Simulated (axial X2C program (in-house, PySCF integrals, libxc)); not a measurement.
**Nuclear properties of GaF⁺**

Computed with an axial X2C code built on PySCF integrals: two-component X2C with atomic mean-field Coulomb and Gaunt terms, Gaussian nuclei, basis Ga dyall-cv3z, F dyall-av3z with contracted cores.

R = 1.703 Å (near the PBE0 minimum at charge 1 of the determinant lowest at the starting distance; the state shown can have its own minimum elsewhere).

Determinant lowest in the PBE0 search, Ω = 1/2 (⟨Sz⟩ = 0.50, ⟨Lz⟩ = 0.00 at PBE0), spin on the atoms Ga 0.39, F 0.11:

| level | Eeff magnitude (GV/cm) | Ws magnitude Ga (kHz) | A∥/gI Ga (MHz) | qzz Ga (a.u.) | A∥/gI F (MHz) | qzz F (a.u.) |
| --- | --- | --- | --- | --- | --- | --- |
| PBE0 | 3.99 | 3.41 | 5010 | -2.41 | 171 | 2.15 |
| HF | 4.28 | 3.65 | 5190 | -3.27 | 161 | 1.75 |
| LDA | 3.7 | 3.16 | 5060 | -2.03 | 173 | 2.20 |
| PBE50 | 4.21 | 3.59 | 5200 | -2.74 | 162 | 2.03 |
| B3LYP | 3.93 | 3.36 | 4910 | -2.23 | 187 | 2.25 |

Eeff is the effective electric field on the electron electric dipole moment in this Ω state and Ws the scalar–pseudoscalar constant of the nucleus named (defined with the proton number Z and per Ω); A∥ (defined per Ω) follows by multiplying with gI = μI/(I μN); qzz is the electric field gradient, eQq0 = 234.96 MHz × Q/barn × qzz. The operators were transformed with the bare-nucleus X2C matrices; with these basis sets, hyperfine constants and field gradients can be off by tens of per cent, and where levels differ in sign neither size nor sign is settled.

Question: With gI(69Ga) = 1.3444, Q(69Ga) = 0.171 barn, gI(19F) = 5.2577 (g factors from the IAEA table of nuclear moments by Stone; Q from Pyykkö, Mol. Phys. 2018), turn the PBE0 values of the first state into constants in MHz.

Answer: A∥(69Ga) = 5010 × 1.3444 = 6740 MHz; eQq0(69Ga) = 234.96 × (0.171) × (-2.41) = -96.8 MHz; A∥(19F) = 171 × 5.2577 = 899 MHz.

Each state is one determinant with collinear spin. Unrestricted Hartree–Fock can overshoot spin polarisation at the nuclei. The search compared states at one distance, so a state with another bond length can lie lower.
